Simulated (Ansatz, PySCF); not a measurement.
Process, species as SMILES: F[SiH2][SiH](F)F + 4 [H][H] (H2) -> 3 F (HF) + 2 [SiH4] (SiH4)
Structures are relaxed separately at B3LYP-D3(BJ)/def2-TZVP in Ansatz (a program for electronic structure), one conformer each, not searched for the lowest.

Property: energy of full hydrogenation (enthalpy at 298 K, with B3LYP-D3(BJ) rigid-rotor harmonic-oscillator terms from PySCF), in kJ/mol. Valence correlation only, unless marked. No spin-orbit coupling. Non-relativistic. Basis-set limits of correlation are two-point, X^-3; Hartree-Fock from the larger set.

CCSD(T)/CBS(cc-pV(T+d)Z,cc-pV(Q+d)Z) (Ansatz) gives 339.7 kJ/mol.

Question: Another calculation gave 306.2 kJ/mol. Which level was it?
A. r2SCANh/def2-TZVPD (Ansatz)
B. wB97X-V/def2-TZVPD (Ansatz)
C. revPBE/def2-TZVPD (Ansatz)

Answer: C, revPBE/def2-TZVPD (Ansatz). The others give 329.8 (wB97X-V), 346.1 (r2SCANh) kJ/mol.
